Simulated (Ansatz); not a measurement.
IrO2, relaxed as a doublet with UKS PBE0-D4/def2-TZVP in Ansatz, starting from the GFN2-xTB geometry. Force threshold 0.02 eV/Å.

In the def2 sets Ir takes a core potential; there is no spin–orbit coupling. The structure comes from a short search, and lower isomers may exist.

Start:

```xyz
3

Ir    0.001    0.001    0.001
O     0.458   -1.272    0.791
O    -0.458    1.271   -0.792
```

| step | energy (eV) | largest force component (eV/Å) | SCF passes |
| --- | --- | --- | --- |
| 1 | -6927.7203 | 10.017 | 35 |
| 2 | -6928.9708 | 0.142 | 50 |
| 3 | -6928.9712 | 0.020 | 44 |
| 4 | -6928.9716 | 0.075 | 54 |
| 5 | -6928.9720 | 0.022 | 50 |
| 6 | -6928.9740 | 0.040 | 54 |
| 7 | -6928.9745 | 0.004 | 47 |

Force components are those of the run's own axes.

End:

Cartesian coordinates in Å:
```
Ir 0.0556 0.0724 0.0842
O 0.4617 -1.3952 0.8038
O -0.5172 1.3228 -0.8879
```

By distances, no bond broke or formed. The bond that changes most is Ir1–O2, from 1.57 to 1.68 Å (atoms count from 1).

The force fell under the threshold at step 3, but the optimiser went on and released 0.003 eV more. No frequencies were taken in this run, so the end may be a saddle point.

Hardware: 4 threads of Arm Neoverse V2 on a shared host. Wall time 10 s.
